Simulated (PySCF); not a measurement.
# Radial density of Cu (copper, neutral)

revPBE, [Ar] 3d10 4s1, 2S determinant. All numbers are calculated (PySCF 2.14, the non-relativistic Hamiltonian (point nucleus), in def2-QZVPPD (11s6p5d4f2g, 100 functions)).

| r (bohr) | 4πr²ρ (e/bohr) | 4πr²(ρα − ρβ) |
| --- | --- | --- |
| 0.000959 | 0.1817 | 0.0001 |
| 0.00161 | 0.4949 | 0.0001 |
| 0.00271 | 1.314 | 0.0004 |
| 0.00456 | 3.339 | 0.0010 |
| 0.00767 | 7.888 | 0.0022 |
| 0.0129 | 16.50 | 0.0045 |
| 0.0217 | 28.18 | 0.0070 |
| 0.0365 | 34.98 | 0.0059 |
| 0.0614 | 29.86 | -0.0006 |
| 0.103 | 30.57 | 0.0044 |
| 0.174 | 39.85 | 0.0085 |
| 0.292 | 22.59 | -0.0519 |
| 0.492 | 20.59 | -0.0599 |
| 0.827 | 17.67 | -0.0829 |
| 1.39 | 4.693 | 0.1683 |
| 2.34 | 1.156 | 0.4233 |
| 3.93 | 0.2484 | 0.1811 |
| 6.62 | 0.01610 | 0.0146 |
| 11.1 | 0.0001200 | 0.0001 |

(1) Where is the radial spin density 4πr²(ρα − ρβ) most negative, and why is it negative at all?

Answers

(1) Around r = 0.827 bohr, down to -0.0829 e/bohr: exchange with the open shell polarises the paired shells in an unrestricted calculation.
